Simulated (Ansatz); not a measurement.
System: sum formula SiN$_{3}$H$_{6}$, net charge 0, doublet state. It need not be the lowest isomer of its formula. 
Structure (B3LYP-D3(BJ)/def2-TZVP (Ansatz, a quantum-chemistry and plane-wave program) minimum search):
SMILES: [NH][SiH](N)N
```xyz
10

Si    -0.1049     0.0798     0.3409
N     -0.4900     1.5868    -0.4643
N     -0.9460    -1.2194    -0.4079
N      1.5728    -0.2762     0.2385
H     -0.3743     0.2975     1.7789
H     -0.6190     1.4989    -1.4758
H     -0.8483    -2.1587    -0.0523
H     -1.8675    -1.0729    -0.7897
H      2.2280     0.1814     0.8534
H      1.9920    -0.5012    -0.6512
```
Charge 0, spin multiplicity 2.

Wanted: atomisation energy (electronic, to ground-state atoms); the coupled-cluster value holds the core correlation from cc-pwCVTZ, in kJ/mol. Correlated levels leave the core frozen unless marked. UHF or UKS for open shells. Spin-orbit coupling is left out. No relativistic terms. CBS marks a two-point X^-3 extrapolation of the correlation energy; Hartree-Fock from the larger set.

Level to compare with: CCSD(T)/CBS(aug-cc-pV(T+d)Z,aug-cc-pV(Q+d)Z) plus the core term (Ansatz), 3346.1 kJ/mol. It is a level with limits of its own, and the differences hold the functionals' basis error too.

Q: Rank these functionals by how close they come to CCSD(T)/CBS(aug-cc-pV(T+d)Z,aug-cc-pV(Q+d)Z), closest first: wB97M-V/def2-TZVPD (Ansatz); HSE06/def2-TZVPD (Ansatz); BHLYP/def2-TZVPD (Ansatz).

A: wB97M-V/def2-TZVPD (range-separated hybrid meta-GGA with VV10, 3354.5 kJ/mol, difference 8.4), HSE06/def2-TZVPD (screened hybrid, 3307.7 kJ/mol, difference -38.4), BHLYP/def2-TZVPD (global hybrid, 3227.8 kJ/mol, difference -118.3)
